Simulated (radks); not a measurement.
Results of a calculation; reference values are marked as such.
The silicon anion Si4-, [Ar], held by a Watson sphere: a shell of charge +5.19 at radius R that stands for the Madelung well of a crystal (potential energy -5.19/R inside, -5.19/r outside, in hartree with lengths in bohr). Code: a radial shooting solver on a logarithmic mesh with Libxc functionals. Model: scalar-relativistic Kohn-Sham, LDA (Slater exchange, VWN5 correlation), spin-polarised, spherical densities, finite nucleus; Fermi nuclear charge, rms radius of each element as measured or else 0.836 A^(1/3) + 0.57 fm. Response by self-consistent Sternheimer equations with the Hartree and adiabatic LDA kernel, the relativistic mass of each level held fixed and spin-orbit coupling left out. The sphere does not respond.

R (bohr)  e(2p) (eV)  e(3s) (eV)  e(3p) (eV)  <r> 3p (bohr)  sum of <r^2> (bohr^2)  X-ray form factor at sin(theta)/lambda = 0.3 1/angstrom  alpha (bohr^3)
2.07         -102.95     -26.474     -18.768          2.248                  46.88                                                    7.992           22.34
2.58         -100.63     -22.933     -16.314          2.532                  57.85                                                    7.964           33.93
2.62         -100.53     -22.684     -16.133          2.554                  58.76                                                    7.969           35.05
2.72         -100.29     -22.081     -15.690          2.609                  61.06                                                    7.984           38.01
3.99         -98.547     -16.469     -11.208          3.300                  93.16                                                    8.186           101.8
4.09         -98.444     -16.160     -10.938          3.355                  95.93                                                    8.193           109.6
4.48         -98.062     -15.099      -9.983          3.569                  107.1                                                    8.206           145.3
4.54         -98.006     -14.955      -9.850          3.602                  108.9                                                    8.207           151.6
